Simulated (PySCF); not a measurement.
Predicted microwave data (PySCF 2.14.0, PBE0-D3(BJ)/def2-SVP geometry optimisation, gas phase) for one isomer of C2H9NSi:

* Rotational constants: A = 9836, B = 3530, C = 2905 MHz
* Dipole components: |μa| = 0.80 D, |μb| = 0.35 D, |μc| = 0.16 D
* Inertial defect: -20.57 u·Å²
* κ: -0.82

Task: Which structure is it? (One computed conformer of each.)
A. `[CH3:1][NH:2][SiH2:3][CH3:4]` with C1–N2–Si3–C4 -62°
B. `CN(C)[SiH3]`
C. `[H][Si]([H])([H])N(C)C` (Si(NMe2)H3)
D. SiH3(NHEt), `CCN[SiH3]`
E. `CN[SiH2]C` (SiH2Me(NHMe))

Result: A. It is CN[SiH2]C, an asymmetric top, point group C1. The candidates at the same level (rigid rotor, commonest isotopes):

```csv
SMILES,A (MHz),B (MHz),C (MHz),μa (D),μb (D),μc (D),Δ (u·Å²),point group,rotor
CN[SiH2]C,9836,3530,2905,0.80,0.35,0.16,-20.57,C1,asymmetric top
[H][Si]([H])([H])NCC,13824,2838,2652,1.09,0.26,0.57,-24.05,C1,near-prolate asymmetric top
CN(C)[SiH3],8414,4410,3123,0.94,0.00,0.12,-12.83,–,asymmetric top
[H][Si]([H])([H])N(C)C,8412,4411,3124,0.94,0.00,0.13,-12.87,Cs,asymmetric top
[H][Si]([H])(C)NC,16000,2881,2607,0.27,1.05,0.42,-13.11,–,near-prolate asymmetric top
```

`[H][Si]([H])([H])N(C)C` has B 25 % too high; `CN(C)[SiH3]` has B 25 % too high; `[H][Si]([H])(C)NC` has A 63 % too high; `[H][Si]([H])([H])NCC` has A 41 % too high. No structure here is proved a minimum.
